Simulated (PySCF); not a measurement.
Input of a run (PBE0-D3(BJ)/def2-SVP geometry optimisation, gas phase (PySCF 2.14.0)), started from GFN2-xTB:
```
{"job": {"xc": "PBE0", "basis": "def2-SVP", "d3": "d3bj", "grid": 1, "shake": 0.01, "kind": "geom"}, "charge": 0, "multiplicity": 1}
C      2.195120     0.184170     0.541660
O      0.901370    -0.308360     0.860330
Ge    -0.470670    -0.575730    -0.280470
C     -1.067620     1.135360    -1.032770
N     -1.739770    -1.385900     0.701070
H      2.792280     0.126110     1.427960
H      2.651290    -0.353470    -0.275330
H      2.133550     1.267730     0.243230
H      0.011450    -1.569710    -1.292470
H     -0.370540     1.569530    -1.690260
H     -1.307820     1.838380    -0.219630
H     -2.013040     0.972480    -1.576850
H     -2.287620    -0.755880     1.313010
H     -1.435140    -2.159780     1.272770
```

Output (energies in Eh, forces in Eh/bohr):
```
step   0  E = -2287.71157877  max force = 0.045657
step   1  E = -2287.71806185  max force = 0.008349
step   2  E = -2287.71860212  max force = 0.001823
step   3  E = -2287.71868008  max force = 0.000987
step   4  E = -2287.71873292  max force = 0.000818
step   5  E = -2287.71876186  max force = 0.000724
step   6  E = -2287.71878294  max force = 0.000506
step   7  E = -2287.71879836  max force = 0.000517
step   8  E = -2287.71881031  max force = 0.000441
optimisation converged
```

Q: Summarise the run.

A: The energy falls by 0.197 eV over 9 energy and gradient evaluations, the largest force component goes from 0.0457 to 4.4e-04 Eh/bohr, and the atoms move by 0.131 Å rms after alignment. The bond that changes most is C4–H10 (sp3 carbon bound to germanium to methyl hydrogen), which lengthens by 0.048 Å. Bonds longer at the end by more than 0.005 Å: 6 of 13; shorter: 5. Among the angles that change most is C1–O2–Ge3, from 127.0° to 120.3°. Among the dihedrals that turn most is O2–Ge3–N5–H14, from -47° to -60°. The energy never rose by more than 1e-6 Eh on the way. The first step brought 90 % of the lowering.

Q: What are the final bond lengths?

A: C1–O2 1.394 Å, O2–Ge3 1.795 Å, Ge3–C4 1.940 Å, Ge3–N5 1.818 Å, C1–H6 1.103 Å, C1–H7 1.110 Å, C1–H8 1.109 Å, Ge3–H9 1.544 Å, C4–H10 1.100 Å, C4–H11 1.100 Å, C4–H12 1.099 Å, N5–H13 1.016 Å, N5–H14 1.016 Å. Numbering counts from 1 in the input's order; the species is `[NH2][Ge@H]([O]C)[CH3]`.

The run used 133 basis functions and 57 SCF cycles in all.

No PBE0-D3(BJ)/def2-SVP frequencies stand behind this structure, so it isn't proved a minimum. The numbers are those of one conformer.
